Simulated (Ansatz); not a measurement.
`[KH]` + `O[SiH]1CS1` → `[OH][K]` + `C1[SiH2]S1` at 700 K and 1 bar (redistribution).

Program: Ansatz. Geometries: PBE0-D4/def2-TZVP. ΔE: electronic, gas phase. CCSD(T)/CBS is the MP2 limit (def2-TZVPP, def2-QZVPP) plus CCSD(T) − MP2 in def2-TZVPP, frozen cores. For K outer-core shells are correlated without core-valence functions, which leaves a few kJ/mol of doubt a bond. Scalar relativity is left out up to krypton. One conformer a species, not always the lowest.

| species | CCSD(T)/CBS energy (Eh) | H − E (kJ/mol) | S (J/(mol·K)) |
| --- | --- | --- | --- |
| `[KH]` | -599.99245 | 28.0 | 226.1 |
| `O[SiH]1CS1` | -802.53827 | 196.8 | 398.6 |
| `[OH][K]` | -675.23723 | 62.4 | 278.5 |
| `C1[SiH2]S1` | -727.30403 | 168.0 | 353.4 |

H − E and S are ideal-gas, rigid-rotor, harmonic terms from PBE0-D4/def2-TZVP, for one conformer and one mirror image of each species. 1 Eh = 2625.50 kJ/mol, R = 8.31446 J/(mol·K).

By hand: ΔE, ΔH, ΔS and ΔG.

ΔE = (-675.23723) + (-727.30403) − (-599.99245) − (-802.53827) = -0.01054 Eh = -27.7 kJ/mol. Δ(H − E) = 62.4 + 168.0 − 28.0 − 196.8 = 5.6, so ΔH = -22.1 kJ/mol. ΔS = 278.5 + 353.4 − 226.1 − 398.6 = 7.2 J/(mol·K). ΔG = -22.1 − 700 × (7.2)/1000 = -27.1 kJ/mol.

By hand: the equilibrium constant, and the temperature at which ΔG would vanish if ΔH and ΔS stayed fixed.

log₁₀ K = −ΔG/(RT ln 10) = 2.0. ΔH and −TΔS have one sign here, so there is no such temperature.

The number of gas molecules stays the same, so ΔS is small and ΔH decides. A doubt of 5 kJ/mol in ΔE shifts log₁₀ K by 0.4 here. Other conformers and mirror images would add mixing entropy, several J/(mol·K) or more a flexible species. These are equilibria of isolated gas molecules and say nothing of rates. Largest T1 diagnostic: 0.017 (customary marks: 0.02 for closed shells, 0.045 for open ones).

ΔS is within the doubt of such terms, so its sign, and with it that verdict, could turn.
